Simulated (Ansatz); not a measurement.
AlCl2I (AlICl₂) was relaxed with PBE0-D4 (def2-SVP) in Ansatz in these states: charge +1 doublet, neutral singlet. The geometries follow in no particular order.

In the def2 sets I takes a core potential; there is no spin–orbit coupling.

A:

```xyz
4

Al   -0.051   -0.002    0.061
Cl   -1.371   -1.596    0.298
Cl   -0.083    1.544    1.458
I     1.505    0.055   -1.817
```

B:

```xyz
4

Al    0.177   -0.273    0.034
Cl   -0.620   -1.373    1.559
Cl    1.673   -0.250   -1.357
I    -1.230    1.897   -0.237
```

**Question.** Judge from the bond lengths which geometry belongs to which state (an estimate).

**Answer.** A is the neutral singlet (Al1–I4 2.439 Å, Al1–Cl2 2.084 Å, Al1–Cl3 2.084 Å); B is the charge +1 doublet (Al1–I4 2.601 Å, Al1–Cl2 2.042 Å, Al1–Cl3 2.042 Å).
